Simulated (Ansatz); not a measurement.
Cost and result up the ladder for the cluster Li4H4 (8 atoms). The state is a singlet with charge 0. Geometry: r2SCAN-D4/def2-TZVP.

```xyz
8

Li    1.6116   -1.4390   -1.1387
Li    0.6088    0.8543   -0.6469
Li   -1.5044    1.3475    1.0674
Li   -0.3466   -1.0932    0.4588
H    -1.5688   -0.3264    1.3769
H     0.0268   -0.8533   -1.4710
H     1.5617   -0.5692    0.3457
H    -0.3892    2.0793    0.0077
```

Ansatz on 2 threads of Arm Neoverse V2 on a shared host. Times are rough, and most runs start from the orbitals of an earlier one. PBE0-D4/def2-TZVP serves as the yardstick here, not as an exact answer. Binding counts from free atoms at the same level (Li doublet, H doublet; other spins of the atoms weren't run), without zero-point energy or a counterpoise term.

B3LYP takes the VWN-RPA correlation. Correlated methods freeze no core orbitals; core or outer-core shells of Li are correlated, in sets that lack core-valence functions. Another isomer (singlet) lies 1.09 eV lower at PBE0-D4/def2-TZVP; other spin states weren't run for this one.

Correlated methods converge slowly with the basis.

| level | functions | binding energy per atom (eV) | difference from PBE0-D4/def2-TZVP (eV) |
| --- | --- | --- | --- |
| CCSD(T)/def2-TZVPP | 132 | 1.88 | 0.07 |
| BHLYP-D4/def2-TZVP | 80 | 1.90 | 0.09 |
| r2SCAN-D4/def2-TZVP | 80 | 1.84 | 0.04 |
| B3LYP-D4/def2-TZVP | 80 | 1.92 | 0.12 |
| PBE-D4/def2-TZVP (with forces) | 80 | 1.81 | 0.01 |
| PBE0-D4/def2-TZVP | 80 | 1.80 | 0.00 |

(1) Estimate how long each takes.

Results:

(1) PBE0-D4/def2-TZVP 0.6 s; B3LYP-D4/def2-TZVP 0.65 s; BHLYP-D4/def2-TZVP 0.7 s; PBE-D4/def2-TZVP (with forces) 0.75 s; r2SCAN-D4/def2-TZVP 1.1 s; CCSD(T)/def2-TZVPP 5.5 s. On shared hardware such times vary by a factor of up to 3.
